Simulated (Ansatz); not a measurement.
The cluster Ag₂Au. The state is a quartet with charge 0. Geometry r2SCAN-D4/def2-TZVP.

```
atom   x (Å)   y (Å)   z (Å)
 Au1   0.354   0.730   1.382
 Ag2   0.185  -1.658  -0.100
 Ag3  -0.539   0.928  -1.281
```

In the def2 sets Ag, Au take a core potential; there is no spin–orbit coupling. At BLYP-D4/def2-TZVP the gap within one spin of the charge 0 quartet nearly closes, so an electron or hole may be smeared out by delocalisation error. At PBE0-D4/def2-TZVP a doublet of charge 0 lies 2.57 eV below the quartet, each at its own geometry. The structure comes from a short search, and lower isomers may exist.

(1) Estimate the α-spin orbital energies around the gap (eV) in Ansatz with PBE-D4/def2-TZVP, BLYP-D4/def2-TZVP, r2SCAN-D4/def2-TZVP, r2SCAN0-D4/def2-TZVP, ωB97M-V/def2-TZVP.

## Answers

(1) 
```json
{"orbital": "HOMO−9", "PBE-D4/def2-TZVP": "-7.79", "BLYP-D4/def2-TZVP": "-7.66", "r2SCAN-D4/def2-TZVP": "-8.01", "r2SCAN0-D4/def2-TZVP": "-9.66", "ωB97M-V/def2-TZVP": "-11.93"}
{"orbital": "HOMO−8", "PBE-D4/def2-TZVP": "-7.79", "BLYP-D4/def2-TZVP": "-7.65", "r2SCAN-D4/def2-TZVP": "-8.00", "r2SCAN0-D4/def2-TZVP": "-9.61", "ωB97M-V/def2-TZVP": "-11.87"}
{"orbital": "HOMO−7", "PBE-D4/def2-TZVP": "-7.58", "BLYP-D4/def2-TZVP": "-7.43", "r2SCAN-D4/def2-TZVP": "-7.88", "r2SCAN0-D4/def2-TZVP": "-9.38", "ωB97M-V/def2-TZVP": "-11.58"}
{"orbital": "HOMO−6", "PBE-D4/def2-TZVP": "-7.50", "BLYP-D4/def2-TZVP": "-7.35", "r2SCAN-D4/def2-TZVP": "-7.78", "r2SCAN0-D4/def2-TZVP": "-9.33", "ωB97M-V/def2-TZVP": "-11.54"}
{"orbital": "HOMO−5", "PBE-D4/def2-TZVP": "-7.43", "BLYP-D4/def2-TZVP": "-7.29", "r2SCAN-D4/def2-TZVP": "-7.70", "r2SCAN0-D4/def2-TZVP": "-9.22", "ωB97M-V/def2-TZVP": "-11.43"}
{"orbital": "HOMO−4", "PBE-D4/def2-TZVP": "-7.40", "BLYP-D4/def2-TZVP": "-7.25", "r2SCAN-D4/def2-TZVP": "-7.67", "r2SCAN0-D4/def2-TZVP": "-9.17", "ωB97M-V/def2-TZVP": "-11.36"}
{"orbital": "HOMO−3", "PBE-D4/def2-TZVP": "-7.32", "BLYP-D4/def2-TZVP": "-7.15", "r2SCAN-D4/def2-TZVP": "-7.58", "r2SCAN0-D4/def2-TZVP": "-8.91", "ωB97M-V/def2-TZVP": "-11.09"}
{"orbital": "HOMO−2", "PBE-D4/def2-TZVP": "-7.16", "BLYP-D4/def2-TZVP": "-7.02", "r2SCAN-D4/def2-TZVP": "-7.40", "r2SCAN0-D4/def2-TZVP": "-8.60", "ωB97M-V/def2-TZVP": "-10.56"}
{"orbital": "HOMO−1", "PBE-D4/def2-TZVP": "-4.67", "BLYP-D4/def2-TZVP": "-4.53", "r2SCAN-D4/def2-TZVP": "-4.91", "r2SCAN0-D4/def2-TZVP": "-5.43", "ωB97M-V/def2-TZVP": "-6.69"}
{"orbital": "HOMO", "PBE-D4/def2-TZVP": "-4.18", "BLYP-D4/def2-TZVP": "-4.06", "r2SCAN-D4/def2-TZVP": "-4.37", "r2SCAN0-D4/def2-TZVP": "-4.81", "ωB97M-V/def2-TZVP": "-6.02"}
{"orbital": "LUMO", "PBE-D4/def2-TZVP": "-2.09", "BLYP-D4/def2-TZVP": "-1.92", "r2SCAN-D4/def2-TZVP": "-1.97", "r2SCAN0-D4/def2-TZVP": "-1.49", "ωB97M-V/def2-TZVP": "-0.02"}
{"orbital": "LUMO+1", "PBE-D4/def2-TZVP": "-1.57", "BLYP-D4/def2-TZVP": "-1.40", "r2SCAN-D4/def2-TZVP": "-1.47", "r2SCAN0-D4/def2-TZVP": "-1.01", "ωB97M-V/def2-TZVP": "0.29"}
{"orbital": "LUMO+2", "PBE-D4/def2-TZVP": "-1.18", "BLYP-D4/def2-TZVP": "-1.03", "r2SCAN-D4/def2-TZVP": "-1.04", "r2SCAN0-D4/def2-TZVP": "-0.59", "ωB97M-V/def2-TZVP": "0.76"}
{"orbital": "LUMO+3", "PBE-D4/def2-TZVP": "-1.17", "BLYP-D4/def2-TZVP": "-0.99", "r2SCAN-D4/def2-TZVP": "-1.04", "r2SCAN0-D4/def2-TZVP": "-0.56", "ωB97M-V/def2-TZVP": "0.81"}
{"orbital": "LUMO+4", "PBE-D4/def2-TZVP": "-0.17", "BLYP-D4/def2-TZVP": "-0.05", "r2SCAN-D4/def2-TZVP": "0.16", "r2SCAN0-D4/def2-TZVP": "0.64", "ωB97M-V/def2-TZVP": "1.83"}
{"orbital": "LUMO+5", "PBE-D4/def2-TZVP": "-0.05", "BLYP-D4/def2-TZVP": "0.08", "r2SCAN-D4/def2-TZVP": "0.31", "r2SCAN0-D4/def2-TZVP": "0.74", "ωB97M-V/def2-TZVP": "1.90"}
{"orbital": "β HOMO", "PBE-D4/def2-TZVP": "-6.87", "BLYP-D4/def2-TZVP": "-6.76", "r2SCAN-D4/def2-TZVP": "-7.07", "r2SCAN0-D4/def2-TZVP": "-8.59", "ωB97M-V/def2-TZVP": "-10.77"}
{"orbital": "β LUMO", "PBE-D4/def2-TZVP": "-6.65", "BLYP-D4/def2-TZVP": "-6.66", "r2SCAN-D4/def2-TZVP": "-6.46", "r2SCAN0-D4/def2-TZVP": "-5.51", "ωB97M-V/def2-TZVP": "-3.73"}
```
